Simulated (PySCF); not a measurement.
SMILES C1=CCCCCCCC=1, C₉H₁₄

Molfile (atoms numbered from 1):
```
C9H14
     RDKit          3D

 23 23  0  0  0  0  0  0  0  0999 V2000
   -0.7982   -1.5348   -0.1247 C   0  0  0  0  0  0  0  0  0  0  0  0
   -1.9175   -0.8881    0.0852 C   0  0  0  0  0  0  0  0  0  0  0  0
   -2.1524    0.4964   -0.4720 C   0  0  0  0  0  0  0  0  0  0  0  0
   -0.9189    1.1804   -1.0615 C   0  0  0  0  0  0  0  0  0  0  0  0
    0.0447    1.8215   -0.0590 C   0  0  0  0  0  0  0  0  0  0  0  0
    0.8081    0.9316    0.9266 C   0  0  0  0  0  0  0  0  0  0  0  0
    1.8753   -0.0075    0.3276 C   0  0  0  0  0  0  0  0  0  0  0  0
    1.5950   -1.5067    0.5019 C   0  0  0  0  0  0  0  0  0  0  0  0
    0.4224   -1.9645   -0.3342 C   0  0  0  0  0  0  0  0  0  0  0  0
   -2.7152   -1.3392    0.6889 H   0  0  0  0  0  0  0  0  0  0  0  0
   -2.9428    0.4343   -1.2421 H   0  0  0  0  0  0  0  0  0  0  0  0
   -2.5805    1.1253    0.3302 H   0  0  0  0  0  0  0  0  0  0  0  0
   -0.3826    0.4654   -1.7084 H   0  0  0  0  0  0  0  0  0  0  0  0
   -1.2672    1.9840   -1.7311 H   0  0  0  0  0  0  0  0  0  0  0  0
   -0.5251    2.5639    0.5284 H   0  0  0  0  0  0  0  0  0  0  0  0
    0.7841    2.4095   -0.6320 H   0  0  0  0  0  0  0  0  0  0  0  0
    0.0946    0.3514    1.5326 H   0  0  0  0  0  0  0  0  0  0  0  0
    1.3054    1.6095    1.6397 H   0  0  0  0  0  0  0  0  0  0  0  0
    2.0028    0.2048   -0.7483 H   0  0  0  0  0  0  0  0  0  0  0  0
    2.8527    0.2107    0.7889 H   0  0  0  0  0  0  0  0  0  0  0  0
    2.4888   -2.0834    0.2184 H   0  0  0  0  0  0  0  0  0  0  0  0
    1.4132   -1.7197    1.5689 H   0  0  0  0  0  0  0  0  0  0  0  0
    0.6230   -2.5976   -1.2082 H   0  0  0  0  0  0  0  0  0  0  0  0
  1  2  2  0
  2  3  1  0
  3  4  1  0
  4  5  1  0
  5  6  1  0
  6  7  1  0
  7  8  1  0
  8  9  1  0
  9  1  2  0
  2 10  1  0
  3 11  1  0
  3 12  1  0
  4 13  1  0
  4 14  1  0
  5 15  1  0
  5 16  1  0
  6 17  1  0
  6 18  1  0
  7 19  1  0
  7 20  1  0
  8 21  1  0
  8 22  1  0
  9 23  1  0
M  END
```

Computed, not measured: TDDFT CAM-B3LYP/def2-SVPD excited states, vertical, gas phase (PySCF 2.14.0). Geometry: PBE0-D3(BJ)/def2-SVP.

(1) Give the one- and two-photon strengths of the lowest singlets.

Answers

(1) δ for parallel linear polarisation; σ at the peak of a Lorentzian of half width 0.1 eV, single beam; Ω is circular over linear.
| state | E (eV) | f | photon λ (nm) | δ (au) | σ (GM) | Ω | main |
| --- | --- | --- | --- | --- | --- | --- | --- |
| S1 | 5.59 | 0.001 | 444 | 3.13 | 0.04 | 1.03 | HOMO→LUMO 0.63, HOMO−1→LUMO 0.13 |
| S2 | 5.87 | 0.001 | 422 | 3.38 | 0.04 | 0.72 | HOMO−1→LUMO+1 0.31, HOMO−1→LUMO+2 0.20 |
| S3 | 6.80 | 0.087 | 365 | 14.2 | 0.24 | 1.19 | HOMO−1→LUMO 0.47, HOMO→LUMO+2 0.17 |
| S4 | 6.90 | 0.074 | 360 | 18.9 | 0.33 | 1.20 | HOMO→LUMO+2 0.33, HOMO→LUMO+3 0.20 |
| S5 | 7.01 | 0.302 | 354 | 51.4 | 0.93 | 0.47 | HOMO→LUMO+1 0.58, HOMO−1→LUMO+2 0.17 |
| S6 | 7.20 | 0.201 | 345 | 41.1 | 0.78 | 1.23 | HOMO−1→LUMO+1 0.23, HOMO−1→LUMO+3 0.23 |

Among these, the strongest one-photon state is S5, the strongest two-photon state S5, with a dipole change of 2.6 D (relaxed, norm of the difference vector).
